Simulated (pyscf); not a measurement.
Homolytic dissociation enthalpies at 298 K of As–Ga, As–In, Ga–P bonds in 8 gas-phase molecules, in kcal/mol. Single points on ωB97X-D3(BJ)/def2-SVP structures (PySCF, gas phase). Both columns use the same structures and thermal terms. Rows were drawn at random from the closed-shell molecules with such a bond whose radicals are computed, keep their shape and have no isomer in the data more than 5 kcal/mol lower.

```tsv
row	molecule	radicals	PBE/def2-TZVP	ωB97M-D3(BJ)/def2-TZVP
1	H₂B–AsH–GaH₂	H₂B–AsH• + GaH₂•	68.0	66.8
2	H₂Ga–PH–GeH₃	GaH₂• + •HP–GeH₃	66.4	67.9
3	H₂Ga–AsH–InH₂	H₂Ga–AsH• + InH₂•	59.1	?
4	H₃Si–P(SiH₃)–GaH₂	H₃Si–P•–SiH₃ + GaH₂•	67.4	69.6
5	H₃Si–PH–GaH–PH₂	H₃Si–PH• + [H₂P–GaH]•	64.1	66.7
6	H₂As–InH–AsH₂	AsH₂• + [H₂As–InH]•	51.5	52.1
7	HO–GaH–AsH–GaH₂	[HO–GaH]• + H₂Ga–AsH•	62.6	62.7
8	H₂As–GaH–AsH₂	AsH₂• + [HGa–AsH₂]•	58.5	58.4
```

Problem. Fit a line that carries the PBE values to the last column and predict row 3.

Solution. In the 7 complete rows the last column lies -1.2 to 2.6 kcal/mol from PBE (mean 0.8, median 0.6). Least squares gives y = -1.1 + 1.03·x with residuals of 1.2 kcal/mol (root mean square). For row 3: -1.1 + 1.03 × 59.1 = 59.8 kcal/mol. The computed value is 58.6 kcal/mol, 1.2 under the line. Elements up to Kr have no core potential and no relativistic terms here. Elements past Kr carry the def2 core potentials, without spin-orbit coupling.
